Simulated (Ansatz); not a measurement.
This geometry of BClFH + FH (6 atoms, charge 0, multiplicity 1) is a first-order saddle point.

Method: Ansatz 0.2.0, RKS PBE0/def2-SVP.

```xyz
6
Properties=species:S:1:pos:R:3
B 0.086 -0.204 0.045
H 0.116 0.205 1.313
Cl 1.542 0.277 -0.829
F -1.108 -0.032 -0.502
F 0.195 -1.714 0.580
H 0.169 -0.877 1.353
```

Task: Which two structures does it join? (They come from a converged band through this point; their orientation in space is the band's.)

Result: Bonds broken: B1–H2, F5–H6. Bonds formed: B1–F5, H2–H6. BClFH + FH becomes BClF2 + H2.

Image 0:

```xyz
6
Properties=species:S:1:pos:R:3
B 0.024 0.294 -0.052
H 0.006 0.678 1.089
Cl 1.514 0.344 -0.973
F -1.098 0.017 -0.674
F 0.194 -1.907 0.836
H 0.361 -1.771 1.735
```

Image 10:

```xyz
6
Properties=species:S:1:pos:R:3
B 0.080 -0.552 -0.627
H 0.151 0.205 2.281
Cl 1.506 0.353 -1.056
F -1.101 0.013 -0.670
F 0.173 -1.811 -0.273
H 0.192 -0.554 2.305
```

Task: How far does it lie above each of them?

Result: 63.9 kJ/mol above the first and 185.1 kJ/mol above the second. This is the barrier of this one path; another mechanism may lie lower. The orbitals stay closed-shell, which can raise the energy where a bond breaks towards radicals; this wasn't checked here.

The run took 11 min on 1 thread of Arm Neoverse V2, on a shared host, peak memory 0.13 GiB.
